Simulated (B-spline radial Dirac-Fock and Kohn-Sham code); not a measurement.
Relativistic shifts of the levels of Br⁵⁺

System: Br⁵⁺, [Ar] 3d10 4s2.

Both columns are ΔSCF binding energies of the configuration average from an atomic code on a B-spline grid: non-relativistic Hartree-Fock with a point nucleus, and Dirac-Fock with a finite nucleus and the Coulomb interaction alone, averaged over the two j levels with weights 2j+1.

```tsv
shell	Hartree-Fock (eV)	Dirac-Fock (eV)	shift (eV)	shift (%)
1s	13360.9	13590.2	+229.24	+1.72
2s	1823.6	1875.8	+52.13	+2.86
2p	1640.6	1653.2	+12.60	+0.77
3s	334.3	343.4	+9.02	+2.70
3p	268.8	270.9	+2.17	+0.81
3d	152.9	151.4	-1.52	-0.99
4s	84.06	85.33	+1.27	+1.51
```

Relativity binds 1s, 2s, 2p, 3s, 3p, 4s more strongly, among those listed most of all 2s in relative terms, and 3d more weakly, because the contracted s and p shells screen the nucleus better.

Values without a named source are computed, but for edge energies of neutral atoms, which are taken from tables.
